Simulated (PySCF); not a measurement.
A side-by-side comparison of computed properties.

First species: C₃H₁₅PSi₄.
Cartesian coordinates in Å at the GFN2-xTB level; atoms count from 1:
```xyz
23
C3H15PSi4 angstrom
C     -1.8552    2.2290   -1.1138
C     -2.0960    0.9385   -1.2828
Si    -2.2547   -0.3220    0.1055
P     -0.6035   -1.8039   -0.1507
Si    -0.9695   -3.1485    1.5756
Si     1.1537   -0.6253    0.5651
C      1.6590    0.5526   -0.8303
Si     3.1574    1.6495   -0.4527
H     -1.7545    2.6618   -0.1311
H     -1.7500    2.9161   -1.9407
H     -2.1847    0.5585   -2.2944
H     -3.5151   -1.0615   -0.0177
H     -2.2146    0.3598    1.4071
H     -1.0470   -2.4431    2.8577
H      0.1350   -4.1040    1.6140
H     -2.2386   -3.8262    1.3194
H      0.8513    0.1238    1.7946
H      2.2164   -1.5881    0.8706
H      0.8068    1.1860   -1.0831
H      1.8647   -0.0420   -1.7215
H      4.2987    0.8222   -0.0621
H      2.8314    2.5751    0.6333
H      3.5042    2.4186   -1.6518
```

Second species: CH13NO2Si4.
SMILES: `CO[SiH2]O[Si@H](N)[SiH2][SiH3]`

Levels: PBE0/pcSseg-1 for HOMO energy, LUMO energy and HOMO–LUMO gap. Geometries: GFN2-xTB. Each structure is a single optimised conformer of the isolated species, non-relativistic unless stated; the electronic structure was computed with PySCF and density fitting.

Dipoles, sizes and rotational constants follow the conformer. The torsions of the flexible species, by atom-mapped SMILES:
- `[CH2:1]=[CH:2][SiH2:3][P:4]([SiH3:5])[SiH2:6][CH2:7][SiH3:8]`: C1–C2–Si3–P4 -117°, C2–Si3–P4–Si5 179°, Si3–P4–Si6–C7 -78°, P4–Si6–C7–Si8 -179°

The conformers of `CO[SiH2]O[Si@H](N)[SiH2][SiH3]` aren't listed.

Values for the first species:

```
HOMO energy   : -7.04 eV
LUMO energy   : -0.77 eV
HOMO–LUMO gap : 6.27 eV
```

Question: Estimate the same properties for the second species, and the change in each.

Answer: 
| property | first | second | second less first |
| --- | --- | --- | --- |
| HOMO energy | -7.04 eV | -7.42 eV | -0.38 eV |
| LUMO energy | -0.77 eV | -0.22 eV | +0.55 eV |
| HOMO–LUMO gap | 6.27 eV | 7.20 eV | +0.93 eV |

